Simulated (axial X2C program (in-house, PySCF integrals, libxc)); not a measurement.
**Testing model relations on LiRu⁺**

A bond curve at the PBE0 level, non-relativistic, was computed with an axial X2C code built on PySCF integrals (basis Ru dyall-v3z [11s10p7d3f2g], Li dyall-v3z [7s8p2d] (cores contracted in-house)) for the state M_S = 2, Λ = 2 (beyond evenly filled blocks: σα, π+α, π-α, δ+α, δ+β, δ-α). Its fit gives Re = 2.8734 Å, ωe = 232.6 cm⁻¹, ωexe = 2.47 cm⁻¹ and αe = 4.579e-03 cm⁻¹; the masses are 101.9043 and 7.0160 u. The Hamiltonian is X2C with the speed of light multiplied by 100, the non-relativistic limit, so these are model numbers and not those of the real molecule.

(1) Find the reduced mass, Be and the force constant.

(2) Estimate De from a Morse curve and compare with the computed well depth of 0.917 eV to Ru + Li+.

(3) Where do the fundamental and the first overtone lie?

(4) A Morse curve ties αe to the other constants (Pekeris). How well does that hold?

(5) Estimate the centrifugal constant by the Kratzer relation.

The state is one determinant whose occupation by symmetry is held fixed; it was picked as the lowest of a PBE0 search that is not exhaustive. De is counted from the lowest determinant-based energies of the atoms at the same level, without counterpoise correction. PBE0 can misorder states that lie within some tenths of an eV, so this need not be the ground state of the molecule. The nearest other spin-free determinant of the search, M_S = 2, Λ = 1, lies 0.33 eV up at the distance of the search. The functionals have no current-density term, which raises determinants with orbital currents, atoms included.

Answers

(1) From the PBE0 values: μ = 6.5641 u. Be = 16.8576/(μ Re²) = 0.3111 cm⁻¹. k = 5.8918×10⁻⁷ μ ωe² = 0.209 mdyn/Å.

(2) De(Morse) = ωe²/(4ωexe) = 0.679 eV against 0.917 eV computed, a ratio of 0.74. The extrapolation falls short: long-range attraction (ionic or ion–induced dipole) or a change of character along the curve can cause this.

(3) ν(1←0) = ωe − 2ωexe = 227.7 cm⁻¹; ν(2←0) = 2ωe − 6ωexe = 450.4 cm⁻¹.

(4) αe(Morse) = 6Be²/ωe × (√(ωexe/Be) − 1) = 4.537e-03 cm⁻¹; the PBE0 curve gives 4.579e-03 cm⁻¹, a ratio of 0.99.

(5) D = 4Be³/ωe² = 2.23e-06 cm⁻¹.
